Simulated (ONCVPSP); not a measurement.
# Configuration tests for iron (ONCV)

| Item | Value |
| --- | --- |
| Element | iron (Fe) |
| Generator | ONCVPSP 4.0.1 |
| Type | optimised norm-conserving Vanderbilt (ONCV) |
| Functional | PW91 |
| Relativity | scalar-relativistic |
| Frozen core | [Ne] |
| Valence charge | 16 |
| Reference configuration | 3s2 3p6 3d6 4s2 |
| Partial waves | 3s+4s: rc 1.25 bohr, ncon 4, nbas 8, qcut 11.6 1/bohr, 2 projectors; 3p: rc 1.25 bohr, ncon 5, nbas 9, qcut 13.6 1/bohr, 2 projectors, debl 2.6 Ha; 3d: rc 1.05 bohr, ncon 5, nbas 9, qcut 15 1/bohr, 3 projectors, debl 2.8 Ha |
| Local potential | polynomial inside 0.95 bohr (lpopt 5, dvloc0 6 Ha) |
| Core correction | Teter function, fcfact 1.75, rcfact 1.65 |

Energies are relative to the spin-unpolarised reference configuration 3s2 3p6 3d6 4s2; without spin polarisation the order of configurations can differ from experiment.

```csv
valence configuration,charge,ΔE all-electron (eV),error AE − PS (meV)
3s2 3p6 3d6 4s1,+1,8.792,-0.4
3s2 3p6 3d6 4s0,+2,25.043,-0.3
3s2 3p6 3d7 4s1,0,-0.810,+0.9
```

Task: What are ΔE and the potential's error for 3s2 3p6 3d5 4s0?

Result: ΔE = 59.370 eV all-electron; the error (AE − PS) is -3.8 meV.

Levels in the configuration 3s2 3p6 3d6 4s1:

| level | all-electron (eV) | pseudo (eV) |
| --- | --- | --- |
| 3s | -102.562 | -102.559 |
| 3p | -68.648 | -68.645 |
| 3d | -16.049 | -16.051 |
| 4s | -12.390 | -12.389 |
